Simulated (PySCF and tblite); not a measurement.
Results of a calculation; reference values are marked as such.
C₁₁H₁₄S, numbered as in [CH3:1][CH:2]([CH3:3])[c:4]1[cH:5][cH:6][c:7]2[c:8]([cH:9]1)[CH2:10][C@@H:11]2[SH:12].

Geometries GFN2-xTB; weights from PBE0-D3(BJ)/6-31G* energies and GFN2-xTB thermal corrections, with symmetry numbers and mirror pairs. Conformers within 2.5 kcal/mol (GFN2-xTB free energy) were kept, 4 at most. Of two unlike H on one atom, a is the less shielded (PBE0/6-31G*). Programs: PySCF with density fitting and tblite.

An NOE distance is ⟨r⁻⁶⟩^(−1/6) over all pairs of like atoms and, for the average, over conformers.

Torsions listed: C1–C2–C4–C5, C10–C11–S12–H12. The 4-ring runs over atoms 7–8–10–11.

```
conformer                      shape  weight %
        1   4-ring flat; -117°, -59°      48.4
        2     4-ring flat; 62°, -58°      37.2
        3  4-ring flat; -118°, -159°       8.0
        4    4-ring flat; 62°, -159°       6.4
```

Which H–H contacts under 3.5 Å would NOEs report (pairs on one atom left out) at 298.15 K?


```tsv
pair	in 1 (Å)	in 2 (Å)	in 3 (Å)	in 4 (Å)	average (Å)
H2 ··· H5	2.24	3.75	2.25	3.75	2.45
H5 ··· H6	2.47	2.46	2.47	2.46	2.47
H10a ··· H11	2.48	2.48	2.48	2.48	2.48
H1 ··· H2	2.59	2.59	2.59	2.59	2.59
H2 ··· H3	2.59	2.59	2.59	2.59	2.59
H2 ··· H9	3.79	2.28	3.79	2.28	2.60
H10b ··· H12	2.72	2.71	3.94	3.94	2.78
H3 ··· H9	2.78	4.07	2.78	4.07	3.02
H1 ··· H9	2.80	4.08	2.80	4.08	3.04
H10b ··· H11	3.04	3.04	3.04	3.04	3.04
H1 ··· H3	3.07	3.07	3.08	3.07	3.07
H3 ··· H5	4.06	2.75	4.05	2.76	3.10
H1 ··· H5	4.01	2.76	4.02	2.76	3.11
H11 ··· H12	3.26	3.26	2.69	2.68	3.11
H9 ··· H10a	3.46	3.47	3.47	3.48	3.47
H9 ··· H10b	3.48	3.49	3.48	3.49	3.48
```

Longer pairs under the limit may be missing.

The cap on conformers cut off some of the population, so the set may be incomplete.
